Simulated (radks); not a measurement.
Values are calculated unless marked as measured or tabulated.
Q: Valence configurations of I II (all share [Kr]). Level of theory: Dirac Kohn-Sham, PBE, spin-unpolarised, spherical densities, point nucleus; open shells fill j = l - 1/2 first (a radial shooting solver on a logarithmic mesh with Libxc functionals). Order these by energy: 4d10 5s1 5p5; 4d9.5 5s2 5p4.5; 4d10 5s2 5p4; 4d10 5s1.5 5p4.5; 4d8 5s2 5p6; 4d8.5 5s2 5p5.5; 4d9 5s1 5p6; 4d8.5 5s1.5 5p6; 4d9 5s2 5p5; 4d10 5p6.

A: From the lowest, in eV above it: 4d10 5s2 5p4 0.000; 4d10 5s1.5 5p4.5 5.628; 4d10 5s1 5p5 11.301; 4d9.5 5s2 5p4.5 22.656; 4d10 5p6 22.779; 4d9 5s2 5p5 46.654; 4d9 5s1 5p6 58.730; 4d8.5 5s2 5p5.5 71.996; 4d8.5 5s1.5 5p6 78.201; 4d8 5s2 5p6 98.684. NIST lists [Kr] 4d10 5s2 5p4 as the ground configuration; this level of theory agrees among the configurations tried. The energies are those of spherical spin-averaged densities, not of single terms.
